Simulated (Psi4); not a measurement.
C2H7BF2Si (SMILES CB(C)[SiH](F)F), singlet, geometry from GFN2-xTB, atoms displaced at random by about 0.03 Å a coordinate; Psi4 with HF/STO-3G, gradient.

Psi4 was given this input:
```
memory 2 GB

molecule mol {
0 1
Si    0.817804   -0.189821    0.306153
F     1.738680    0.285433   -0.920839
F     0.957496   -1.751556    0.063203
B    -0.957643    0.505677    0.170490
C    -2.153966   -0.424055    0.727100
C    -1.313076    1.850423   -0.439518
H     1.773604    0.083217    1.378096
H    -2.009199   -0.915852    1.618983
H    -2.351985   -1.202773    0.000670
H    -3.154688    0.074472    0.739173
H    -2.389501    1.997178   -0.741401
H    -0.654655    2.150180   -1.371934
H    -1.030907    2.619142    0.272769
symmetry c1
no_reorient
no_com
}

set {
  basis sto-3g
  reference rhf
}

gradient('scf')
print_variables()
```

What the program printed (banner, timings and long lists left out):

```
gradient() will perform analytic gradient computation.

   => Loading Basis Set <=

    Name: STO-3G
    Role: ORBITAL
    Keyword: BASIS

         ---------------------------------------------------------
                                   SCF
               by Justin Turney, Rob Parrish, Andy Simmonett
                          and Daniel G. A. Smith
                              RHF Reference
         ---------------------------------------------------------

  ==> Geometry <==

    Molecular point group: c1
    Full point group: C1

    Geometry (in Angstrom), charge = 0, multiplicity = 1:

       Center              X                  Y                   Z               Mass
    ------------   -----------------  -----------------  -----------------  -----------------
         SI           0.817804000000    -0.189821000000     0.306153000000    27.976926534650
         F            1.738680000000     0.285433000000    -0.920839000000    18.998403162730
         F            0.957496000000    -1.751556000000     0.063203000000    18.998403162730
         B           -0.957643000000     0.505677000000     0.170490000000    11.009305360000
         C           -2.153966000000    -0.424055000000     0.727100000000    12.000000000000
         C           -1.313076000000     1.850423000000    -0.439518000000    12.000000000000
         H            1.773604000000     0.083217000000     1.378096000000     1.007825032230
         H           -2.009199000000    -0.915852000000     1.618983000000     1.007825032230
         H           -2.351985000000    -1.202773000000     0.000670000000     1.007825032230
         H           -3.154688000000     0.074472000000     0.739173000000     1.007825032230
         H           -2.389501000000     1.997178000000    -0.741401000000     1.007825032230
         H           -0.654655000000     2.150180000000    -1.371934000000     1.007825032230
         H           -1.030907000000     2.619142000000     0.272769000000     1.007825032230

  Running in c1 symmetry.

  Rotational constants: A =      0.12850  B =      0.06646  C =      0.04737 [cm^-1]
  Rotational constants: A =   3852.32100  B =   1992.34430  C =   1420.12963 [MHz]
  Nuclear repulsion =  295.842815734326564

  Charge       = 0
  Multiplicity = 1
  Electrons    = 56
  Nalpha       = 28
  Nbeta        = 28

  ==> Algorithm <==

  SCF Algorithm Type is DF.
  DIIS enabled.
  MOM disabled.
  Fractional occupation disabled.
  Guess Type is SAD.
[...]
  @DF-RHF Final Energy:  -584.96276623654057
    Total Energy =                       -584.9627662365405740
[...]
         H           -3.154688000000     0.074472000000     0.739173000000     1.007825032230
         H           -2.389501000000     1.997178000000    -0.741401000000     1.007825032230
         H           -0.654655000000     2.150180000000    -1.371934000000     1.007825032230
         H           -1.030907000000     2.619142000000     0.272769000000     1.007825032230

  Nuclear repulsion =  295.842815734326564

  ==> Basis Set <==

  Basis Set: STO-3G
    Blend: STO-3G
    Number of shells: 27
    Number of basis functions: 41
    Number of Cartesian functions: 41
    Spherical Harmonics?: true
    Max angular momentum: 1

  ==> DFJKGrad: Density-Fitted SCF Gradients <==

    Gradient:                    1
    J tasked:                  Yes
    K tasked:                  Yes
    wK tasked:                  No
    Integrals threads:           1
    Schwarz Cutoff:          1E-12
    Fitting Condition:       1E-10

   => Auxiliary Basis Set <=

  Basis Set: (STO-3G AUX)
    Blend: DEF2-UNIVERSAL-JKFIT
    Number of shells: 205
    Number of basis functions: 633
    Number of Cartesian functions: 748
    Spherical Harmonics?: true
    Max angular momentum: 4

  -Total Gradient:
     Atom            X                  Y                   Z
    ------   -----------------  -----------------  -----------------
       1       -0.073933028745    -0.007827583988    -0.004840412486
       2       -0.001234914784    -0.015893728480     0.021376513973
       3        0.013440154352     0.034456993003    -0.003537224250
       4        0.047084858578     0.036901832131    -0.032853647601
       5        0.040929614309    -0.042264158675     0.066066205737
       6       -0.010416060704    -0.058919261358     0.086687465112
       7        0.028868931831    -0.002776323221    -0.005073372107
       8       -0.013768651325     0.021734273648    -0.052424312871
       9       -0.011806273632     0.007195018219     0.006671452594
      10       -0.029837415889     0.001787113134    -0.010076213163
      11       -0.033251435634     0.005686732872    -0.014360936259
      12        0.037167111573     0.023314104397    -0.049596974413
      13        0.006757110068    -0.003395011685    -0.008038544266

  Variable Map:
  ----------------------------------------------------------------------------
[...]
  Array Variable Map:
  ----------------------------------------------------------------------------
[...]
[...]
```
